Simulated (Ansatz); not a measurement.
Consider the cleavage of the Sn–Si bond: `S[SiH2][SnH3]` + `OCF` → `FC[O][SnH3]` + `[SiH3]S`.

Isolated molecules relaxed with PBE0-D4/def2-TZVP in Ansatz; ΔE leaves out vibrations. CCSD(T)/CBS adds triple-zeta CCSD(T) − MP2 to the extrapolated MP2 energy (def2 sets, frozen cores). Functionals use def2-TZVPP. def2 core potentials past Kr. For Sn outer-core shells are correlated without core-valence functions, which leaves a few kJ/mol of doubt a bond. One conformer a species, not always the lowest.

`S[SiH2][SnH3]`:

Z-matrix (Å, degrees):
```
Si
Sn 1 2.564
S 1 2.145 2 111.0
H 1 1.485 2 111.1 3 115.3
H 1 1.488 2 110.6 3 -124.2
H 2 1.709 1 109.1 3 53.2
H 2 1.709 1 111.9 3 172.9
H 2 1.706 1 110.4 3 -65.8
H 3 1.344 1 95.0 2 -54.3
```

`OCF`:

```xyz
6

O     0.014   -0.362   -1.019
C     0.177   -0.019    0.297
F    -0.969   -0.279    1.023
H    -0.591    0.258   -1.437
H     0.394    1.046    0.437
H     0.975   -0.644    0.700
```

`FC[O][SnH3]`:

Cartesian coordinates in Å:
```
F -1.290 -0.542 -1.228
C -0.869 0.746 -0.886
O -0.413 0.779 0.389
Sn 0.874 -0.624 0.971
H -0.102 1.006 -1.631
H -1.743 1.399 -0.982
H 1.954 -0.853 -0.328
H 1.594 0.111 2.325
H -0.005 -2.022 1.370
```

`[SiH3]S`:

Z-matrix (Å, degrees):
```
Si
S 1 2.137
H 1 1.485 2 111.6
H 1 1.485 2 111.6 3 -122.0
H 1 1.482 2 104.8 3 119.0
H 2 1.344 1 94.7 3 60.9
```

```json
{"level": "LDA (SPW92)", "ΔE (kcal/mol)": "5.5"}
{"level": "CAM-B3LYP-D4", "ΔE (kcal/mol)": "-0.3"}
{"level": "PBE-QIDH", "ΔE (kcal/mol)": "2.8"}
{"level": "revPBE", "ΔE (kcal/mol)": "3.7"}
{"level": "PBE0", "ΔE (kcal/mol)": "4.3"}
{"level": "r2SCANh", "ΔE (kcal/mol)": "1.8"}
{"level": "r2SCAN0", "ΔE (kcal/mol)": "2.5"}
{"level": "HF/def2-TZVPP", "ΔE (kcal/mol)": "-2.3"}
```

Task: What does CCSD(T)/CBS give? (Best estimate.)

Result: Ansatz gave: +0.9 kcal/mol. The listed levels differ from it by 4.6, -1.2, 1.9, 2.8, 3.4, 0.9, 1.6, -3.2 kcal/mol.

Largest T1 diagnostic among the species: 0.013.

Leaving LDA and LC-ωPBE aside and taking each functional with its dispersion term where it has one, the values, not all of them listed here, spread over 5.6 kcal/mol, from B97M-V to HSE06-D4. LDA lies +1.5 kcal/mol from PBE without D4. At CCSD(T), def2-SVP lies −1.2 kcal/mol from the extrapolated value and def2-TZVPP −0.2 kcal/mol.
